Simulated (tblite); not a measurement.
A tight-binding relaxation on `CC[Se]/C(C)=C/B(F)F`.

Computed with GFN2-xTB geometry optimisation, gas phase (tblite 0.8.0). Start geometry: from a force field or distance geometry. A driver script takes a list of jobs; this job's settings line and coordinates (Å) are shown.

Command:
```bash
OMP_NUM_THREADS=1 python probes_run.py task.json out
```

Input:
```
{"job": {"kind": "relax", "xc": "GFN2-xTB", "basis": "xTB"}, "charge": 0, "multiplicity": 1}
C     -2.545700     0.483200    -0.817800
C     -2.327500    -0.837300    -0.174800
Se    -0.761500    -0.968200     0.950500
C      0.842200    -0.299600     0.130800
C      1.574600     0.774800     0.870600
C      1.310500    -0.776000    -1.017900
B      2.653700    -0.133900    -1.559000
F      2.743100     1.289200    -1.884700
F      3.943900    -0.769300    -1.331800
H     -3.265300     1.104900    -0.203900
H     -3.148400     0.255500    -1.752400
H     -1.651900     1.067900    -1.034800
H     -2.372800    -1.656100    -0.923200
H     -3.214500    -1.020300     0.495300
H      0.995800     1.696400     1.012100
H      1.879800     0.314700     1.858800
H      2.541800     1.046700     0.391700
H      0.793500    -1.566200    -1.550800
```

Output:
```
step      E/eV     max force
  0    -794.07421    3.633
  1    -794.68275    2.414
  2    -794.89016    2.579
  3    -794.97529    0.648
  4    -795.01208    0.389
  5    -795.04674    0.516
  6    -795.06572    0.513
  7    -795.09291    0.371
  8    -795.10805    0.315
  9    -795.12560    0.366
... (138 lines left out)
148    -795.67594    0.030
149    -795.67606    0.043
150    -795.67616    0.019
151    -795.67624    0.016
152    -795.67629    0.016
153    -795.67636    0.017
154    -795.67642    0.017
155    -795.67647    0.013
156    -795.67650    0.010
157    -795.67652    0.009
```

«max force» is the largest atomic force in eV/Å.

Problem. From which step on does the largest force stay under 0.1 eV/Å, and how much energy is left to gain from there?

Solution. From step 107 (0.092 eV/Å), 9.1 meV above the end.

Main results: energy lowered by 37.0 kcal/mol over 157 steps; largest atomic force 0.009 eV/Å at the end.

Problem. Where do the atoms end?

Solution. 0.820 Å rms from the input after alignment:
```
atom  x, y, z in Å
C1    -2.5020    0.1777   -1.1635
C2    -2.0700   -0.8980   -0.1863
Se3   -0.9094   -0.2034    1.2472
C4     0.7666    0.0917    0.3870
C5     1.7203    0.8000    1.2907
C6     1.0292   -0.2919   -0.8752
B7     2.3232   -0.0983   -1.6690
F8     3.4205    0.5181   -1.2503
F9     2.4263   -0.5587   -2.9096
H10   -3.0712    0.9513   -0.6524
H11   -3.1308   -0.2591   -1.9372
H12   -1.6420    0.6432   -1.6407
H13   -1.5320   -1.7112   -0.6759
H14   -2.9300   -1.3180    0.3388
H15    1.4433    1.8534    1.3538
H16    1.6608    0.3850    2.2978
H17    2.7398    0.7286    0.9275
H18    0.2488   -0.8041   -1.4240
```

Problem. Estimate the wall time. Hardware: Arm Neoverse N1, one thread, shared host with 64 logical CPUs at a one-minute load of 61.

Solution. About 2.1 s.
Labels such as C1 count atoms from 1, the log's own numbers from 0.
